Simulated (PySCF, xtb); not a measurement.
acetylene (C₂H₂), SMILES C#C.

xtb with GFN2-xTB at its own geometry gives an orbital gap of 7.29 eV and a dipole moment of 0.00 D.

Coordinates come from a PBE-D3(BJ)/def2-TZVPD optimisation.

Q: What does M06-2X/def2-TZVPD (PySCF) give? (An estimate is asked for; the answer gives what the named calculation found.)

A: gap 10.43 eV (levels -9.69 and 0.75 eV), dipole 0.00 D.
